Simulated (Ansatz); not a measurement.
Born–Oppenheimer molecular dynamics of F$_{5}$H$_{3}$OW (10 atoms, charge 0, multiplicity 1). It starts at the highest image of a converged band. Of that band: Beside the main top the profile has a ripple of under 15 meV (maxima at images 3, 7), which may be a very shallow well or noise. A vibrational analysis at the climbing image gives one clearly imaginary mode, 180i cm⁻¹: a first-order saddle point.

Computed with RKS B3LYP/def2-SVP in Ansatz 0.2.0.

```yaml
ensemble: NVE (velocity Verlet)
time_step: 0.5 fs
steps_asked: 200
starting_velocities_drawn_for: 300 K
seed: 3026
```

First frame:

```xyz
10
Properties=species:S:1:pos:R:3
W -0.034 -0.043 -0.258
H -0.848 0.817 0.966
O 1.714 -0.674 -0.509
H 2.316 -0.820 0.240
F 0.480 1.738 -0.484
F -1.702 -0.878 -0.409
F 0.050 -1.218 1.223
F -0.324 0.043 -2.105
F 1.669 0.875 1.766
H 1.204 1.455 2.326
```

(1) How far do the bonds stretch over the last three quarters of this one trajectory? (Pairs bonded in most of those frames.)

Answers

(1) 
```csv
bond,mean (Å),spread (Å),shortest,longest
W1–H2,1.699,0.037,1.64,1.76
W1–O3,1.872,0.036,1.82,1.93
W1–F5,1.859,0.005,1.85,1.87
W1–F6,1.863,0.012,1.84,1.88
W1–F7,1.913,0.020,1.89,1.95
W1–F8,1.877,0.022,1.84,1.90
O3–H4,0.975,0.024,0.94,1.01
F9–H10,0.936,0.028,0.89,0.98
```

Mean temperature of the second half: 189 K. The conserved energy stayed within 0.28 meV per atom of its start (net change 0.093 meV per atom), so the integration is sound. A run of 0.1 ps of so small a system gives no equilibrium averages. The orbitals stay closed-shell, which can raise the energy where a bond breaks towards radicals; this wasn't checked here.

The run took 10 min on 4 threads of Arm Neoverse V1, with other jobs on the host, peak memory 0.35 GiB.
